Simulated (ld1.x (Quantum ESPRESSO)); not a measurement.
**Transferability test, PAW potential for S**

ld1.x (Quantum ESPRESSO) 7.5 input, shortened:

```
&input
   title='S', zed=16., rel=1, dft='PW91', iswitch=3,
   config='[Ne] 3s2 3p4 3d-2'
 /
 &inputp
   pseudotype=3, lpaw=.true., tm=.true., lloc=-1, rcloc=0.65,
   nlcc=.true.,
   which_augfun='BESSEL', rmatch_augfun=0.70
 /
6
2S  1  0   2.00   0.00  0.80  1.00  0.0
3S  2  0   2.00   0.00  0.80  1.00  0.0
2P  2  1   6.00   0.00  0.65  0.90  0.0
3P  3  1   4.00   0.00  0.65  0.90  0.0
3D  3  2  -2.00  -0.05  0.70  0.85  0.0
3D  3  2  -2.00   2.55  0.70  0.85  0.0
 &test
   configts(1)='2s2 2p6 3s2 3p4'
 /
```

Energies are relative to the spin-unpolarised reference configuration 2s2 2p6 3s2 3p4; without spin polarisation the order of configurations can differ from experiment. Not all tests gave a result: test run stopped at test 5 of 7 (negative rho). The frozen-core shift is the all-electron ΔE with the core orbitals held at their reference shape minus the fully relaxed ΔE.

Its overlap operator is not positive definite in a basis up to 400 Ry (lowest eigenvalue s -0.15), so the file is unfit for use: the generalised eigenproblem breaks down once the basis is large enough, and its test numbers describe a broken file.

| valence configuration | charge | ΔE all-electron (eV) | error AE − PS (meV) | frozen-core shift (meV) |
| --- | --- | --- | --- | --- |
| 2s2 2p6 3s2 3p3 | +1 | 11.820 | 0.0 | 0.0 |
| 2s2 2p6 3s2 3p2 | +2 | 34.166 | +0.4 | 0.0 |
| 2s2 2p6 3s2 3p1 | +3 | 68.287 | +0.3 | 0.0 |
| 2s2 2p6 3s1 3p4 | +1 | 22.699 | +4.3 | +0.1 |

The ghost test of this file was not conclusive.
